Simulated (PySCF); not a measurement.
**Telling isomers of C4H11FO2Si apart by NMR**

Fast rotation and ring inversion assumed for equivalent nuclei, no solvent, non-relativistic Hamiltonian, a single conformation. NMR shieldings at PBE0/pcSseg-1/GIAO; GFN2-xTB geometry; PySCF 2.14.

Scale: $^{1}$H (σ = 31.72 ppm) and $^{13}$C (σ = 186.93 ppm) vs TMS (reference shieldings calculated alike). Splittings of carbon signals by F and P are missing where no couplings were computed. Where no couplings were computed, multiplicities follow the n + 1 count of equivalent neighbours, and m marks all less simple cases (inequivalent or close neighbours, rings, F or P nearby). Shifts are as computed. Against solution values, carbons near 30 ppm lie about +3 ppm off and those near 130 ppm about +5 ppm. Of 1211 compounds with measured shifts, 218 miss one by over three times the rms of a fit or turn the order of signals round; such compounds aren't used in these exercises. OH and NH positions are gas-phase values without hydrogen bonding to other molecules.

(1) Tabulate the signals of `CO[Si](C)(CF)OC`, `CC(C)(CF)O[SiH2]O` and their relative energies.

(2) What is the quickest way to tell CO[Si](C)(CF)OC from CC(C)(CF)O[SiH2]O?

## Answers

(1) 
```tsv
SMILES	carbon types	δC	δH	E rel. (kcal/mol)
CO[Si](C)(CF)OC	1×CH2 3×CH3	82.9, 52.5, -5.9	4.65 (m, 2H), 3.85 (s, 6H), 0.21 (s, 3H)	4.3
CC(C)(CF)O[SiH2]O	1×C 1×CH2 2×CH3	91.7, 74.5, 29.3	5.07 (s, 2H), 4.48 (m, 2H), 1.44 (br s, 1H), 1.39 (s, 6H)	0.0
```

Energies are electronic energies at PBE0/pcSseg-1 on these geometries, without zero-point or thermal terms, each for the one conformer computed, which needn't be the lowest.

(2) Both give the same number of carbon signals, but DEPT or the intensities differ. The first has a methyl carbon bonded to Si (CH3) at -5.9 ppm, the second a fully substituted sp3 carbon bonded to O (C) at 74.5 ppm. Their most deshielded carbons lie at 82.9 and 91.7 ppm. In the proton spectra the most deshielded non-exchanging signals are 4.65 (m, 2H) and 5.07 (s, 2H).
